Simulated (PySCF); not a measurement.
# Arsenic: a sound run and one with changed settings

Sound run: As [Ar] 3d10 4s2 4p3, As⁺ [Ar] 3d10 4s2 4p2. Computed with PySCF 2.14 in 6-31G* (5s4p3d, 32 functions), with the non-relativistic Hamiltonian (point nucleus). In the sound run the correlated levels freeze [Ar] 3d10. The sound run starts from symmetry-adapted Hartree-Fock orbitals and uses a fine grid where one is needed.

Changed run: basis STO-3G. This setting is unsound on purpose.

| species | method | sound run (hartree) | changed run (hartree) | converged |
| --- | --- | --- | --- | --- |
| As | UHF | -2233.90227 | -2209.26367 | yes |
| As | MN15 | -2235.84697 | -2208.11435 | yes |
| As | PBE | -2235.18505 | -2210.07099 | yes |
| As | MP2 | -2233.95572 | -2209.26367 | yes |
| As⁺ | UHF | -2233.55463 | -2209.00633 | yes |
| As⁺ | MN15 | -2235.47913 | -2207.85389 | yes |
| As⁺ | PBE | -2234.82004 | -2209.79692 | yes |
| As⁺ | MP2 | -2233.59668 | -2209.01391 | yes |
| As⁺ | CCSD(T) | -2233.61398 | -2209.01980 | yes |

Ionisation energy of As:

| method | sound run (eV) | changed run (eV) |
| --- | --- | --- |
| UHF | 9.460 | 7.003 |
| MN15 | 10.009 | 7.087 |
| PBE | 9.932 | 7.458 |
| MP2 | 9.770 | 6.796 |
| SCS-MP2 | 9.657 | 6.755 |

A minimal basis cannot let orbitals breathe on ionisation and holds almost no correlation.

For comparison, NIST gives 9.789 eV between the lowest levels.
